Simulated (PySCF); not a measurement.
**`InChI=1S/C6H7S/c1-7-6-4-2-3-5-6/h2-5H,1H3/q-1`, charge -1**

Cartesian coordinates in Å; atom numbers follow the order of the lines, from 1:
```xyz
14

C     2.714   -0.171    0.533
S     1.734   -0.847   -0.848
C     0.109   -0.310   -0.467
C    -0.841   -1.020    0.312
C    -2.008   -0.241    0.371
C    -1.788    0.949   -0.369
C    -0.485    0.909   -0.888
H     2.645    0.927    0.558
H     3.768   -0.465    0.391
H     2.353   -0.570    1.494
H    -0.674   -1.999    0.767
H    -2.932   -0.510    0.891
H    -2.514    1.754   -0.518
H     0.004    1.662   -1.511
```

Total charge -1.

Method used: quadratic response B3LYP/def2-SVPD first hyperpolarisability, Taylor convention, gas phase in PySCF. Geometry: PBE0-D3(BJ)/def2-SVP.

For a gas-phase anion, states above the detachment energy (about 0.4 eV, taken as minus the energy of the highest occupied orbital) lie in the continuum and depend on the basis.

Q: Give β for the processes computed.

A: In 10⁻³⁰ esu, Taylor convention; the vector part is βᵢ = ⅓ Σⱼ (βᵢⱼⱼ + βⱼᵢⱼ + βⱼⱼᵢ):
| process | λ (nm) | β vector norm | β HRS | depolarisation ratio |
| --- | --- | --- | --- | --- |
| static β(0;0,0) | ∞ | 21.01 | 8.07 | 6.77 |
| second harmonic β(−2ω;ω,ω) | 1064 | 40.59 | 15.81 | 6.07 |
| Pockels β(−ω;ω,0) | 1064 | 25.38 | – | – |
| Pockels β(−ω;ω,0) | 694.3 | 34.13 | – | – |
| Pockels β(−ω;ω,0) | 589.3 | 43.21 | – | – |
| Pockels β(−ω;ω,0) | 488 | 69.81 | – | – |

Second harmonics within 0.3 eV of the first excitation or beyond it are left out.

Q: Which lowest excitations and polarisabilities go with it?

A: S1 3.60 eV (f = 0.101); S2 3.61 eV (f = 0.001); S3 4.05 eV (f = 0.004); isotropic α 112.6 au static, 115.0 au at 1064 nm, 118.7 au at 694.3 nm, 121.7 au at 589.3 nm, 124.4 au at 532 nm, 127.8 au at 488 nm.
